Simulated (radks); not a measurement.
Sb XXXIX, 13 electrons, occupied as [Ne] 3s2 3p1.

Calculated with a radial shooting solver on a logarithmic mesh with Libxc functionals: non-relativistic Kohn-Sham, PBE, spin-polarised, spherical densities, point nucleus; open shells are filled with parallel spins first (spin-orbit coupling, left out, can overturn this in heavy ions); relativity is left out, which matters for an element this heavy.

Energy parts (eV):
total: -137911.136
kinetic: 137896.481
electron-nucleus: -290538.706
Hartree: 17227.060
exchange-correlation: -2495.971

Orbitals (lengths in bohr, moments of r in powers of bohr; <r^-3> diverges for s and p1/2; r(90%) holds 90 % of the orbital's charge):
| orbital | occ. | eigenvalue (eV) | r(90%) | <r^-3> |
|---|---|---|---|---|
| 1s up | 1 | -31477.95 | 0.0530 | - |
| 1s down | 1 | -31475.69 | 0.0530 | - |
| 2s up | 1 | -6518.981 | 0.194 | - |
| 2s down | 1 | -6517.001 | 0.194 | - |
| 2p up | 3 | -6276.395 | 0.174 | 4460 |
| 2p down | 3 | -6273.767 | 0.174 | 4459 |
| 3s up | 1 | -2625.020 | 0.437 | - |
| 3s down | 1 | -2615.371 | 0.438 | - |
| 3p up | 1 | -2538.323 | 0.425 | 1122 |
| 3p down | 0 | -2528.695 | 0.425 | 1122 |

The highest occupied level is 3p up at -2538.3 eV. The electron density at the nucleus is 9.404e+04 e/bohr^3. The spin density at the nucleus is -2.324 e/bohr^3 (1s -3.878, 2s -0.728, 3s 2.283). Spin moment in Bohr magnetons: 1.
